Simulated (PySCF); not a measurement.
## C₆ coefficients of unlike pairs at PBE

Calculated with PySCF 2.14 from the dipole response of each species, C₆(A,B) = (3/π) ∫ α_A(iu) α_B(iu) du, in atomic units, from isotropic polarisabilities. For ions this is the dispersion term alone; charge-induced terms of lower order in 1/R come first.

```tsv
species	configuration	basis	relativity	α (bohr³)	C₆ (like pair)
Co⁺	[Ar] 3d8 (3F)	aug-cc-pwCVTZ-DK (10s9p7d4f3g)	spin-free X2C	9.763	33.05
Mn²⁺	[Ar] 3d5 (6S)	def2-TZVPPD (6s6p4d2f1g)	none	3.413	8.999
P⁺	[Ne] 3s2 3p2 (3P)	aug-cc-pwCVDZ (6s5p3d)	none	14.53	76.04
Rh²⁺	[Kr] 4d7 (4F)	def2-QZVPPD with the def2 core potential (28 electrons) (7s5p4d4f2g)	core potential	7.589	40.39
```

Problem. Estimate C₆ for Rh²⁺ with Mn²⁺.

Solution. The integral gives 18.88. The combination rule 2 C_A C_B / (C_A α_B/α_A + C_B α_A/α_B) gives 19.04 and the geometric mean 19.07.

No spin-orbit coupling is included.

The other pairs:

| pair | C₆ |
| --- | --- |
| Rh²⁺, P⁺ | 51.81 |
| Mn²⁺, Co⁺ | 16.61 |
| Rh²⁺, Co⁺ | 35.75 |
| P⁺, Co⁺ | 48.88 |
| P⁺, Mn²⁺ | 23.39 |
